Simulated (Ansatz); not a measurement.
`C=C=CCC` + `C1=C[SiH2]1` → `CCC1=C[SiH2]1` + `C=C=C`  (formal exchange of groups at a C–C bond)

Computed with Ansatz on PBE0-D4/def2-TZVP structures; ΔE is electronic, products minus reactants. CBS: MP2 limit from def2 TZ/QZ plus the TZ coupled-cluster correction, frozen cores. This one scheme is used for every species. Functionals use def2-TZVPP. Each species was taken in one conformer, which may not be the lowest.

| level | ΔE (kcal/mol) |
| --- | --- |
| PBE0-D4 | -4.0 |
| r2SCAN | -4.0 |
| MP2/def2-QZVPP | -3.4 |
| CCSD/CBS(def2) | -3.1 |

(1) What does CCSD(T)/CBS give? (Best estimate.)

Largest T1 diagnostic among the species: 0.013.

Results:

(1) Computed: -3.2 kcal/mol. The listed levels differ from it by -0.8, -0.8, -0.2, 0.1 kcal/mol.
